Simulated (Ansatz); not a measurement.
`C#C[SiH2][GaH2]` + CH₃NH₂ → `C[NH][GaH2]` + `C#C[SiH3]`  (cleavage of the Ga–Si bond)

Gas-phase electronic energies from Ansatz, PBE0-D4/def2-TZVP geometries. CCSD(T)/CBS is the MP2 limit (def2-TZVPP, def2-QZVPP) plus CCSD(T) − MP2 in def2-TZVPP, frozen cores. Functionals use def2-TZVPP. B3LYP here is the variant with VWN-RPA as its local correlation; programs differ in this. For Ga outer-core shells are correlated without core-valence functions, which leaves a few kJ/mol of doubt a bond. Scalar relativity is left out up to krypton.

`C#C[SiH2][GaH2]`:

```xyz
9

C    -1.110   -1.299   -1.964
C    -0.952   -0.547   -1.034
Si   -0.631    0.563    0.379
Ga    1.654    0.386    1.149
H    -1.258   -1.960   -2.787
H    -1.582    0.216    1.472
H    -0.929    1.959   -0.046
H     2.693   -0.551    0.437
H     2.114    1.234    2.393
```

CH₃NH₂:

Cartesian coordinates in Å:
```
C -0.040 -0.561 0.079
N 0.367 0.802 -0.215
H -1.074 -0.678 0.434
H 0.622 -0.982 0.839
H 0.074 -1.175 -0.818
H 0.279 1.386 0.607
H -0.228 1.207 -0.926
```

`C[NH][GaH2]`:

Cartesian coordinates in Å:
```
C 0.098 -1.272 0.076
N 0.356 0.103 0.431
Ga -0.327 1.596 -0.340
H -0.600 -1.312 -0.763
H -0.352 -1.839 0.900
H 1.008 -1.802 -0.233
H 0.997 0.198 1.204
H 0.131 2.964 0.256
H -1.312 1.363 -1.530
```

`C#C[SiH3]`:

Cartesian coordinates in Å:
```
C 1.751 -0.882 0.008
C 0.675 -0.339 0.003
Si -0.954 0.480 -0.004
H 2.703 -1.362 0.012
H -1.279 0.937 1.369
H -0.912 1.646 -0.920
H -1.984 -0.480 -0.467
```

CCSD(T)/CBS gives -45.6 kJ/mol.

Problem. Another level gave -40.5 kJ/mol. Which?
A. PBE-D4/def2-TZVPP
B. RPA@PBE/def2-TZVPP
C. B3LYP/def2-TZVPP
D. MP2/def2-TZVPP

Solution. C. B3LYP -40.5, RPA@PBE/def2-TZVPP -48.0, PBE-D4 -30.9, MP2/def2-TZVPP -52.5 kJ/mol.

Largest T1 diagnostic among the species: 0.015.

From r2SCAN to r2SCAN0 (25 % exact exchange), in def2-TZVPP and without D4, ΔE moves by +3.1 kJ/mol. Leaving LDA and LC-ωPBE aside and taking each functional with its dispersion term where it has one, the values, not all of them listed here, spread over 17.2 kJ/mol, from B2PLYP to HSE06-D4. LDA lies −10.9 kJ/mol from PBE without D4.
